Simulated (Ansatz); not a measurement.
```xyz
10

O    -0.545   -1.707    0.374
C    -0.931   -0.739   -0.458
F    -1.978   -1.126   -1.198
C    -0.377    0.456   -0.567
Ge    1.131    0.995    0.508
H    -1.113   -2.476    0.254
H    -0.812    1.129   -1.294
H     0.784    0.959    2.006
H     2.340    0.077    0.264
H     1.502    2.433    0.111
```

The species carries charge 0 and has multiplicity 1.

**Question.** List the PBE/def2-TZVPP orbital energies in eV (Ansatz). (Estimate.)

**Answer.** The calculation gave: Occupied: -10804.17, -1337.53, -1190.95, -1190.94, -1190.94, -661.00, -511.89, -272.75, -268.68, -162.12, -113.56, -113.55, -113.55, -31.57, -29.40, -29.39, -29.38, -29.32, -29.32, -27.40, -19.17, -15.54, -14.86, -13.49, -12.13, -11.74, -10.73, -9.63, -9.43, -8.16, -8.13, -7.99, -5.78. Lowest empty: -0.56, -0.15, 0.59, 0.64, 1.01, 1.86, 2.10, 2.45.
